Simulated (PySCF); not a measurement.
CH5FO2Si2, SMILES O1[Si@@H](O[SiH2]C1)F.

Geometry: B3LYP-D3(BJ)/def2-SVP. The structure was generated by enumeration; whether it is a known compound was not checked. One conformer was computed; it need not be the lowest.

Level of theory: PBE/def2-TZVP (PySCF).

**Question.** Estimate the frontier levels, gap, dipole moment and polarisability. (The exact figures need the calculation; the answer reports its results.)

**Answer.** 
```json
{
 "highest_occupied_level": "-7.00 eV",
 "lowest_empty_level": "-1.19 eV",
 "orbital_gap": "5.81 eV",
 "dipole_moment": "2.09 D",
 "quadrupole, principal values (traceless, Buckingham form, about the centre of nuclear charge)": "-4.10, -2.46, 6.56 D·Å",
 "mean_static_polarisability": "63.8 bohr³ (9.46 Å³)",
 "polarisability_principal_values": "57.0, 60.9, 73.6 bohr³"
}
```
